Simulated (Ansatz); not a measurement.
## Molecular dynamics of ClFGeH4

The input (input.yaml):

```yaml
crystal:
  periodic: [false, false, false]
  atoms:
    - { symbol: Ge, position_ang: [0.178953, 0.131971, -0.067118] }
    - { symbol: H, position_ang: [-0.680399, 0.482701, 1.485567] }
    - { symbol: Cl, position_ang: [2.035699, 0.019461, -1.247403] }
    - { symbol: H, position_ang: [-0.699542, 1.122865, -0.856885] }
    - { symbol: H, position_ang: [-0.191643, -1.362492, 0.065028] }
    - { symbol: F, position_ang: [1.321439, 1.102904, 1.391369] }
    - { symbol: H, position_ang: [0.264992, 0.909488, 1.73944] }
basis:
  gaussian: { orbitals: def2-SVP }
hamiltonian:
  xc: pbe
md:
  timestep: 0.5
  n_steps: 200
  ensemble: nve
  temperature: 300.0
  initial_velocities: maxwell_boltzmann
  seed: 11715
```

Launched with:

```bash
$ ansatz run input.yaml --threads 2 --pin off --max-ram 3072MiB --backend cpu --events-out ev --progress --plain --runs-dir out
```

It starts at the highest image of a converged band. Of that band: Neighbouring images differ by up to 1.7 eV, so the band resolves the path poorly. A vibrational analysis at the climbing image gives one clearly imaginary mode, 828i cm⁻¹: a first-order saddle point.

Output, in part (one step line in 4, the closing report, with atoms numbered from 0):

```
md step     0: t =     0.00 fs  T =   300.0 K  F+E_penalty+E_count = -71792.52425378 eV  E_kin = 0.193890 eV  conserved = -71792.33036379 eV  (25 SCF iters)
md step     4: t =     2.00 fs  T =   237.6 K  F+E_penalty+E_count = -71792.48369388 eV  E_kin = 0.153530 eV  conserved = -71792.33016394 eV  (29 SCF iters)
md step     8: t =     4.00 fs  T =   132.6 K  F+E_penalty+E_count = -71792.41542041 eV  E_kin = 0.085681 eV  conserved = -71792.32973952 eV  (30 SCF iters)
md step    12: t =     6.00 fs  T =   124.6 K  F+E_penalty+E_count = -71792.41045821 eV  E_kin = 0.080560 eV  conserved = -71792.32989833 eV  (30 SCF iters)
md step    16: t =     8.00 fs  T =   164.8 K  F+E_penalty+E_count = -71792.43680003 eV  E_kin = 0.106507 eV  conserved = -71792.33029296 eV  (29 SCF iters)
md step    20: t =    10.00 fs  T =   126.5 K  F+E_penalty+E_count = -71792.41182703 eV  E_kin = 0.081733 eV  conserved = -71792.33009445 eV  (30 SCF iters)
md step    24: t =    12.00 fs  T =    71.8 K  F+E_penalty+E_count = -71792.37610752 eV  E_kin = 0.046426 eV  conserved = -71792.32968123 eV  (31 SCF iters)
md step    28: t =    14.00 fs  T =   131.5 K  F+E_penalty+E_count = -71792.41481361 eV  E_kin = 0.084957 eV  conserved = -71792.32985612 eV  (30 SCF iters)
md step    32: t =    16.00 fs  T =   252.7 K  F+E_penalty+E_count = -71792.49352558 eV  E_kin = 0.163309 eV  conserved = -71792.33021704 eV  (28 SCF iters)
md step    36: t =    18.00 fs  T =   314.6 K  F+E_penalty+E_count = -71792.53350597 eV  E_kin = 0.203310 eV  conserved = -71792.33019642 eV  (26 SCF iters)
md step    40: t =    20.00 fs  T =   333.8 K  F+E_penalty+E_count = -71792.54554860 eV  E_kin = 0.215750 eV  conserved = -71792.32979829 eV  (29 SCF iters)
md step    44: t =    22.00 fs  T =   462.1 K  F+E_penalty+E_count = -71792.62828913 eV  E_kin = 0.298665 eV  conserved = -71792.32962398 eV  (28 SCF iters)
md step    48: t =    24.00 fs  T =   753.3 K  F+E_penalty+E_count = -71792.81693058 eV  E_kin = 0.486859 eV  conserved = -71792.33007184 eV  (29 SCF iters)
md step    52: t =    26.00 fs  T =  1081.1 K  F+E_penalty+E_count = -71793.02871573 eV  E_kin = 0.698695 eV  conserved = -71792.33002068 eV  (28 SCF iters)
md step    56: t =    28.00 fs  T =  1429.0 K  F+E_penalty+E_count = -71793.25373444 eV  E_kin = 0.923555 eV  conserved = -71792.33017937 eV  (27 SCF iters)
md step    60: t =    30.00 fs  T =  1759.9 K  F+E_penalty+E_count = -71793.46755793 eV  E_kin = 1.137428 eV  conserved = -71792.33012989 eV  (27 SCF iters)
md step    64: t =    32.00 fs  T =  2050.5 K  F+E_penalty+E_count = -71793.65574428 eV  E_kin = 1.325238 eV  conserved = -71792.33050674 eV  (27 SCF iters)
md step    68: t =    34.00 fs  T =  2225.3 K  F+E_penalty+E_count = -71793.76829265 eV  E_kin = 1.438212 eV  conserved = -71792.33008039 eV  (27 SCF iters)
md step    72: t =    36.00 fs  T =  2373.0 K  F+E_penalty+E_count = -71793.86398361 eV  E_kin = 1.533646 eV  conserved = -71792.33033784 eV  (26 SCF iters)
md step    76: t =    38.00 fs  T =  2455.4 K  F+E_penalty+E_count = -71793.91712280 eV  E_kin = 1.586911 eV  conserved = -71792.33021203 eV  (26 SCF iters)
md step    80: t =    40.00 fs  T =  2452.0 K  F+E_penalty+E_count = -71793.91547816 eV  E_kin = 1.584729 eV  conserved = -71792.33074895 eV  (26 SCF iters)
md step    84: t =    42.00 fs  T =  2266.4 K  F+E_penalty+E_count = -71793.79498775 eV  E_kin = 1.464755 eV  conserved = -71792.33023246 eV  (27 SCF iters)
md step    88: t =    44.00 fs  T =  2032.9 K  F+E_penalty+E_count = -71793.64405426 eV  E_kin = 1.313895 eV  conserved = -71792.33015910 eV  (27 SCF iters)
md step    92: t =    46.00 fs  T =  1842.9 K  F+E_penalty+E_count = -71793.52080457 eV  E_kin = 1.191089 eV  conserved = -71792.32971535 eV  (26 SCF iters)
md step    96: t =    48.00 fs  T =  1796.7 K  F+E_penalty+E_count = -71793.49119110 eV  E_kin = 1.161235 eV  conserved = -71792.32995637 eV  (26 SCF iters)
md step   100: t =    50.00 fs  T =  1880.1 K  F+E_penalty+E_count = -71793.54475960 eV  E_kin = 1.215138 eV  conserved = -71792.32962177 eV  (26 SCF iters)
md step   104: t =    52.00 fs  T =  2146.1 K  F+E_penalty+E_count = -71793.71720952 eV  E_kin = 1.387046 eV  conserved = -71792.33016370 eV  (26 SCF iters)
md step   108: t =    54.00 fs  T =  2456.7 K  F+E_penalty+E_count = -71793.91803416 eV  E_kin = 1.587790 eV  conserved = -71792.33024436 eV  (24 SCF iters)
md step   112: t =    56.00 fs  T =  2701.5 K  F+E_penalty+E_count = -71794.07673970 eV  E_kin = 1.745967 eV  conserved = -71792.33077246 eV  (24 SCF iters)
md step   116: t =    58.00 fs  T =  2744.0 K  F+E_penalty+E_count = -71794.10381245 eV  E_kin = 1.773466 eV  conserved = -71792.33034680 eV  (24 SCF iters)
md step   120: t =    60.00 fs  T =  2675.4 K  F+E_penalty+E_count = -71794.05943556 eV  E_kin = 1.729135 eV  conserved = -71792.33030085 eV  (25 SCF iters)
md step   124: t =    62.00 fs  T =  2547.6 K  F+E_penalty+E_count = -71793.97661226 eV  E_kin = 1.646495 eV  conserved = -71792.33011701 eV  (25 SCF iters)
md step   128: t =    64.00 fs  T =  2383.9 K  F+E_penalty+E_count = -71793.87096021 eV  E_kin = 1.540717 eV  conserved = -71792.33024349 eV  (25 SCF iters)
md step   132: t =    66.00 fs  T =  2174.8 K  F+E_penalty+E_count = -71793.73541238 eV  E_kin = 1.405552 eV  conserved = -71792.32986052 eV  (25 SCF iters)
md step   136: t =    68.00 fs  T =  2022.0 K  F+E_penalty+E_count = -71793.63670436 eV  E_kin = 1.306791 eV  conserved = -71792.32991337 eV  (25 SCF iters)
md step   140: t =    70.00 fs  T =  1941.4 K  F+E_penalty+E_count = -71793.58464098 eV  E_kin = 1.254739 eV  conserved = -71792.32990192 eV  (25 SCF iters)
md step   144: t =    72.00 fs  T =  1912.7 K  F+E_penalty+E_count = -71793.56628233 eV  E_kin = 1.236196 eV  conserved = -71792.33008659 eV  (25 SCF iters)
md step   148: t =    74.00 fs  T =  1887.7 K  F+E_penalty+E_count = -71793.54995487 eV  E_kin = 1.220039 eV  conserved = -71792.32991570 eV  (25 SCF iters)
md step   152: t =    76.00 fs  T =  1914.0 K  F+E_penalty+E_count = -71793.56689024 eV  E_kin = 1.237018 eV  conserved = -71792.32987184 eV  (25 SCF iters)
md step   156: t =    78.00 fs  T =  2009.4 K  F+E_penalty+E_count = -71793.62876006 eV  E_kin = 1.298650 eV  conserved = -71792.33010967 eV  (25 SCF iters)
md step   160: t =    80.00 fs  T =  2104.7 K  F+E_penalty+E_count = -71793.69032985 eV  E_kin = 1.360254 eV  conserved = -71792.33007539 eV  (25 SCF iters)
md step   164: t =    82.00 fs  T =  2191.3 K  F+E_penalty+E_count = -71793.74627168 eV  E_kin = 1.416257 eV  conserved = -71792.33001480 eV  (25 SCF iters)
md step   168: t =    84.00 fs  T =  2299.1 K  F+E_penalty+E_count = -71793.81581097 eV  E_kin = 1.485884 eV  conserved = -71792.32992727 eV  (25 SCF iters)
md step   172: t =    86.00 fs  T =  2441.5 K  F+E_penalty+E_count = -71793.90821700 eV  E_kin = 1.577930 eV  conserved = -71792.33028656 eV  (25 SCF iters)
md step   176: t =    88.00 fs  T =  2529.1 K  F+E_penalty+E_count = -71793.96485805 eV  E_kin = 1.634572 eV  conserved = -71792.33028619 eV  (25 SCF iters)
md step   180: t =    90.00 fs  T =  2532.5 K  F+E_penalty+E_count = -71793.96712340 eV  E_kin = 1.636742 eV  conserved = -71792.33038174 eV  (25 SCF iters)
md step   184: t =    92.00 fs  T =  2449.8 K  F+E_penalty+E_count = -71793.91348789 eV  E_kin = 1.583317 eV  conserved = -71792.33017111 eV  (24 SCF iters)
md step   188: t =    94.00 fs  T =  2317.8 K  F+E_penalty+E_count = -71793.82859088 eV  E_kin = 1.498008 eV  conserved = -71792.33058256 eV  (25 SCF iters)
md step   192: t =    96.00 fs  T =  2073.0 K  F+E_penalty+E_count = -71793.66987784 eV  E_kin = 1.339789 eV  conserved = -71792.33008929 eV  (25 SCF iters)
md step   196: t =    98.00 fs  T =  1841.9 K  F+E_penalty+E_count = -71793.52033723 eV  E_kin = 1.190404 eV  conserved = -71792.32993291 eV  (25 SCF iters)
md step   200: t =   100.00 fs  T =  1732.3 K  F+E_penalty+E_count = -71793.44910460 eV  E_kin = 1.119592 eV  conserved = -71792.32951282 eV  (24 SCF iters)
Total energy: -71793.44914777 eV, -2638.3605928328 hartree
Atom 0 at     0.492697     0.243630     0.002671 Å, force    -2.142889    -3.716063    -6.345355 eV/Å
Atom 1 at    -6.034799     1.691341     5.172730 Å, force     0.365898     0.407086    -0.475100 eV/Å
Atom 2 at     1.977603    -0.174400    -1.621860 Å, force    -0.149067     0.478865     0.784614 eV/Å
Atom 3 at    -0.615354     1.100264    -0.785272 Å, force     0.550305    -0.386003     0.601908 eV/Å
Atom 4 at     0.189734    -1.231338     0.474920 Å, force    -0.173023     0.416814    -0.229380 eV/Å
Atom 5 at     0.844095     0.948681     1.393909 Å, force     1.914667     3.206317     5.188189 eV/Å
Atom 6 at    -6.412614     1.271448     5.663484 Å, force    -0.365890    -0.407016     0.475123 eV/Å
Dipole moment:    -0.289189     0.019903     0.081505 e Å
```

All steps were run. The conserved energy stayed within 0.13 meV per atom of its start (net change 0.12 meV per atom), so the integration is sound. The kinetic energy rose, since the run started high on the potential surface and went downhill. It ends in pieces (ClFGeH2 + H2), so much of that is their flight and rotation, not heat. A run of 0.1 ps of so small a system gives no equilibrium averages. The orbitals stay closed-shell, which can raise the energy where a bond breaks towards radicals; this wasn't checked here.

Between its relaxed ends the band would form Ge1–F6, H2–H7 and break Ge1–H2, F6–H7. These pairs go: Ge1–F6 2.09 → 1.60 Å, H2–H7 1.07 → 0.75 Å, Ge1–H2 1.81 → 8.45 Å, F6–H7 1.13 → 8.43 Å. In the last frame they stand as after the step (other bonds may differ from the relaxed reactants and products). It ends as ClFGeH2 + H2. Pairs count as bonded within 1.25 times the sum of covalent radii (0.12 Å more for H–H).

Last frame:

```xyz
7
Properties=species:S:1:pos:R:3
Ge 0.493 0.244 0.003
H -6.035 1.691 5.173
Cl 1.978 -0.174 -1.622
H -0.615 1.100 -0.785
H 0.190 -1.231 0.475
F 0.844 0.949 1.394
H -6.413 1.271 5.663
```

Time of the run: 3.9 min on 2 threads of Arm Neoverse V1 (shared host), peak memory 0.12 GiB.
